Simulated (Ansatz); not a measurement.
Program: Ansatz. Geometries: PBE0-D4/def2-TZVP. ΔE: electronic, gas phase. CCSD(T)/CBS adds triple-zeta CCSD(T) − MP2 to the extrapolated MP2 energy (def2 sets, frozen cores). This one scheme is used for every species. Functionals use def2-TZVPP. Each species was taken in one conformer, which may not be the lowest.

Reaction (redistribution): `[OH][Al]([SH])[Cl]` + `NB(O)Cl` → `[OH][Al]([OH])[Cl]` + `NB(S)Cl`

`[OH][Al]([SH])[Cl]`:

Cartesian coordinates in Å:
```
O 1.386 0.128 1.068
Al 0.095 0.090 -0.008
S -1.390 -1.458 0.257
Cl -0.082 1.486 -1.555
H 2.092 0.771 1.034
H -2.100 -1.015 -0.796
```

`NB(O)Cl`:

Cartesian coordinates in Å:
```
N 0.238 0.362 1.018
B 0.046 -0.145 -0.266
O -1.117 0.079 -0.935
Cl 1.350 -1.098 -1.033
H 1.081 0.218 1.540
H -0.470 0.903 1.482
H -1.129 -0.319 -1.807
```

`[OH][Al]([OH])[Cl]`:

```xyz
6

O    -1.085   -1.210   -0.210
Al   -0.029    0.078    0.008
O     1.619   -0.246    0.067
Cl   -0.745    2.034    0.199
H    -2.033   -1.096   -0.253
H     2.273    0.439    0.188
```

`NB(S)Cl`:

Cartesian coordinates in Å:
```
N -0.127 0.335 -0.908
B -0.235 -0.476 0.217
S 0.582 -0.178 1.807
Cl -1.245 -1.929 0.130
H -0.607 0.115 -1.763
H 0.424 1.174 -0.941
H 1.209 0.958 1.458
```

```json
{"level": "LDA (SPW92)", "ΔE (kcal/mol)": "10.9", "difference from CCSD(T)/CBS": "1.4"}
{"level": "BLYP-D4", "ΔE (kcal/mol)": "8.8", "difference from CCSD(T)/CBS": "-0.7"}
{"level": "r2SCAN-D4", "ΔE (kcal/mol)": "10.1", "difference from CCSD(T)/CBS": "0.6"}
{"level": "PBE0-D4", "ΔE (kcal/mol)": "10.7", "difference from CCSD(T)/CBS": "1.2"}
{"level": "r2SCAN0-D4", "ΔE (kcal/mol)": "10.7", "difference from CCSD(T)/CBS": "1.2"}
{"level": "BHLYP-D4", "ΔE (kcal/mol)": "10.8", "difference from CCSD(T)/CBS": "1.3"}
{"level": "CAM-B3LYP-D4", "ΔE (kcal/mol)": "10.2", "difference from CCSD(T)/CBS": "0.7"}
{"level": "B2PLYP", "ΔE (kcal/mol)": "9.5", "difference from CCSD(T)/CBS": "0.0"}
{"level": "PBE", "ΔE (kcal/mol)": "10.1", "difference from CCSD(T)/CBS": "0.6"}
{"level": "BLYP", "ΔE (kcal/mol)": "9.4", "difference from CCSD(T)/CBS": "-0.1"}
{"level": "BHLYP", "ΔE (kcal/mol)": "11.0", "difference from CCSD(T)/CBS": "1.5"}
{"level": "RPA@PBE/def2-TZVPP", "ΔE (kcal/mol)": "9.0", "difference from CCSD(T)/CBS": "-0.5"}
{"level": "MP2/def2-SVP", "ΔE (kcal/mol)": "11.9", "difference from CCSD(T)/CBS": "2.4"}
{"level": "CCSD/def2-SVP", "ΔE (kcal/mol)": "12.7", "difference from CCSD(T)/CBS": "3.2"}
{"level": "HF/CBS(def2)", "ΔE (kcal/mol)": "12.3", "difference from CCSD(T)/CBS": "2.8"}
{"level": "MP2/CBS(def2)", "ΔE (kcal/mol)": "8.6", "difference from CCSD(T)/CBS": "-0.9"}
{"level": "CCSD(T)/CBS", "ΔE (kcal/mol)": "9.5", "difference from CCSD(T)/CBS": "0"}
```

Largest T1 diagnostic among the species: 0.011.

In def2-TZVPP, CCSD(T) changes the Hartree–Fock value by −2.9 kcal/mol (the triples alone add −0.3 kcal/mol) and MP2 by −3.9 kcal/mol. Leaving LDA and LC-ωPBE aside and taking each functional with its dispersion term where it has one, the values, not all of them listed here, spread over 2.0 kcal/mol, from BLYP-D4 to HSE06-D4. LDA lies +0.8 kcal/mol from PBE without D4. At CCSD(T), def2-SVP lies +3.0 kcal/mol from the extrapolated value and def2-TZVPP +0.0 kcal/mol.
